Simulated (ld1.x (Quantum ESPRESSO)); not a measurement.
## Transferability test, PAW potential for Te

```json
{
 "Element": "tellurium",
 "Generator": "ld1.x (Quantum ESPRESSO) 7.5",
 "Type": "PAW",
 "Functional": "PBE",
 "Relativity": "scalar-relativistic",
 "Frozen core": "[Kr]",
 "Valence charge": "16",
 "Reference configuration": "4d10 5s2 5p4",
 "Partial waves": "5s (bound): rcut 1.50, rcutus 1.95 bohr; 5s channel at -0.15 Ry: rcut 1.50, rcutus 1.95 bohr; 5p (bound): rcut 1.90, rcutus 2.30 bohr; 5p channel at 3.8 Ry: rcut 1.90, rcutus 2.30 bohr; 4d (bound): rcut 1.30, rcutus 1.55 bohr; 4d channel at -2.75 Ry: rcut 1.30, rcutus 1.55 bohr; 4f channel at 0.05 Ry: rcut 1.50, rcutus 1.75 bohr",
 "Local potential": "all-electron potential smoothed inside 1.50 bohr (lloc = -1)",
 "Core correction": "Bessel-smoothed model core inside 1.25 bohr",
 "Augmentation charge": "BESSEL, radius 0.95 bohr"
}
```

Energies are relative to the spin-unpolarised reference configuration 4d10 5s2 5p4; without spin polarisation the order of configurations can differ from experiment.

| valence configuration | charge | ΔE all-electron (eV) | error AE − PS (meV) |
| --- | --- | --- | --- |
| 4d10 5s2 5p3 | +1 | 9.729 | -2.0 |
| 4d10 5s2 5p4.3 | -0.3 | -1.469 | +0.4 |
| 4d9 5s2 5p4 | +1 | 49.254 | -144 |
| 4d10 5s1 5p4 | +1 | 19.571 | -2.2 |
| 4d10 5s1 5p5 | 0 | 9.255 | -0.7 |

Q: What are ΔE and the potential's error for 4d10 5s2 5p1?

A: ΔE = 54.551 eV all-electron; the error (AE − PS) is -13 meV.

Q: What are ΔE and the potential's error for 4d10 5s2 5p2?

A: ΔE = 27.653 eV all-electron; the error (AE − PS) is -5.6 meV.

Levels in the configuration 4d10 5s1 5p5:

```tsv
level	all-electron (eV)	pseudo (eV)
4d	-42.998	-42.990
5s	-15.858	-15.856
5p	-6.504	-6.503
```

Note: ghost state, extra bound levels that the all-electron valence spectrum of the same l lacks: s at -64.4 eV. A true bound ghost makes a file unfit for plane-wave use.
